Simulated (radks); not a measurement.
Zr IV, 37 electrons, occupied as [Kr] 5f1 (not the ground configuration).

All-electron calculation, scalar-relativistic Kohn-Sham, SCAN, spin-polarised, spherical densities, finite nucleus; open shells are filled with parallel spins first (spin-orbit coupling, left out, can overturn this in heavy ions); meta-GGA in the generalised Kohn-Sham scheme; Fermi nuclear charge, rms radius 4.2694 fm. Program: a radial shooting solver on a logarithmic mesh with Libxc functionals.

Energy parts (Ry):
part                        energy
total                  -7193.79643
kinetic                 7397.25892
electron-nucleus      -17220.72249
Hartree                 2856.84793
exchange-correlation    -227.18078

Orbitals (lengths in bohr, moments of r in powers of bohr; <r^-3> diverges for s and p1/2; r(90%) holds 90 % of the orbital's charge):
orbital,occ.,eigenvalue (Ry),r(90%),<r^-3>,<r^2>
1s up,1,-1315.906,0.0664,-,0.001854
1s down,1,-1315.906,0.0664,-,0.001854
2s up,1,-185.6755,0.251,-,0.03112
2s down,1,-185.6756,0.251,-,0.03112
2p up,3,-165.6618,0.231,2154,0.02456
2p down,3,-165.6620,0.231,2154,0.02456
3s up,1,-33.12992,0.676,-,0.2395
3s down,1,-33.12981,0.676,-,0.2395
3p up,3,-26.53809,0.698,347.5,0.2478
3p down,3,-26.53799,0.698,347.6,0.2478
3d up,5,-15.78432,0.726,45.07,0.2470
3d down,5,-15.78423,0.726,45.07,0.2470
4s up,1,-6.77059,1.73,-,1.607
4s down,1,-6.76586,1.73,-,1.608
4p up,3,-5.04161,1.93,48.17,1.973
4p down,3,-5.03422,1.93,48.33,1.967
5f up,1,-0.60398,10.2,0.04057,56.65

The highest occupied level is 5f up at -8.218 eV. The electron density at the nucleus is 7.604e+04 e/bohr^3 (large components only). The density falls to 0.001 e/bohr^3 at r = 3.09 bohr. The spin density at the nucleus is -0.09588 e/bohr^3 (1s 0.00258, 2s -0.00191, 3s -0.01441, 4s -0.08214).

Run on one thread of a shared host, so times are rough (Arm Neoverse N1): 0.29 s of CPU time, 0.29 s wall, 17 iterations on 2213 mesh points.
